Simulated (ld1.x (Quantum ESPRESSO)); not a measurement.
# An all-electron radial function and its pseudo partner (Ne (Z = 10))

Columns: radius, all-electron u(r) and pseudo u(r) of the 2s shell (level -36.11 eV) of neon in the configuration [He] 2s2 2p6; LDA (PZ), scalar-relativistic, TM scheme, ld1.x (Quantum ESPRESSO) 7.5.

```json
{"r (bohr)": "0.065", "all-electron": "0.4675", "pseudo": "-0.1021"}
{"r (bohr)": "0.130", "all-electron": "0.3888", "pseudo": "-0.2047"}
{"r (bohr)": "0.195", "all-electron": "0.1137", "pseudo": "-0.3099"}
{"r (bohr)": "0.260", "all-electron": "-0.1988", "pseudo": "-0.4248"}
{"r (bohr)": "0.325", "all-electron": "-0.4801", "pseudo": "-0.5605"}
{"r (bohr)": "0.390", "all-electron": "-0.7057", "pseudo": "-0.7186"}
{"r (bohr)": "0.455", "all-electron": "-0.8714", "pseudo": "-0.8716"}
{"r (bohr)": "0.520", "all-electron": "-0.9825", "pseudo": "-0.9825"}
{"r (bohr)": "0.585", "all-electron": "-1.0476", "pseudo": "-1.0476"}
{"r (bohr)": "0.650", "all-electron": "-1.0762", "pseudo": "-1.0762"}
{"r (bohr)": "0.715", "all-electron": "-1.0769", "pseudo": "-1.0769"}
{"r (bohr)": "0.780", "all-electron": "-1.0568", "pseudo": "-1.0568"}
{"r (bohr)": "0.845", "all-electron": "-1.0221", "pseudo": "-1.0221"}
{"r (bohr)": "0.910", "all-electron": "-0.9773", "pseudo": "-0.9773"}
{"r (bohr)": "0.975", "all-electron": "-0.9263", "pseudo": "-0.9263"}
{"r (bohr)": "1.040", "all-electron": "-0.8717", "pseudo": "-0.8717"}
{"r (bohr)": "1.105", "all-electron": "-0.8155", "pseudo": "-0.8155"}
{"r (bohr)": "1.170", "all-electron": "-0.7594", "pseudo": "-0.7594"}
{"r (bohr)": "1.235", "all-electron": "-0.7044", "pseudo": "-0.7044"}
{"r (bohr)": "1.300", "all-electron": "-0.6512", "pseudo": "-0.6512"}
{"r (bohr)": "1.365", "all-electron": "-0.6004", "pseudo": "-0.6004"}
{"r (bohr)": "1.430", "all-electron": "-0.5522", "pseudo": "-0.5522"}
{"r (bohr)": "1.495", "all-electron": "-0.5069", "pseudo": "-0.5069"}
{"r (bohr)": "1.560", "all-electron": "-0.4644", "pseudo": "-0.4644"}
{"r (bohr)": "1.625", "all-electron": "-0.4248", "pseudo": "-0.4248"}
{"r (bohr)": "1.690", "all-electron": "-0.3881", "pseudo": "-0.3881"}
```

How many radial nodes do the two functions have?

The all-electron 2s function has n − l − 1 = 1; the pseudo-wave has 0, since the states of the same l below it are removed with the core.

At about which radius was the pseudo-wave matched?

0.50 bohr, where the columns begin to agree (steps of 0.07 bohr).

Is the pseudo-wave norm-conserving?

Yes: the TM scheme keeps the norm inside the radius equal to the all-electron one, which fixes the energy derivative of the logarithmic derivative at the level.
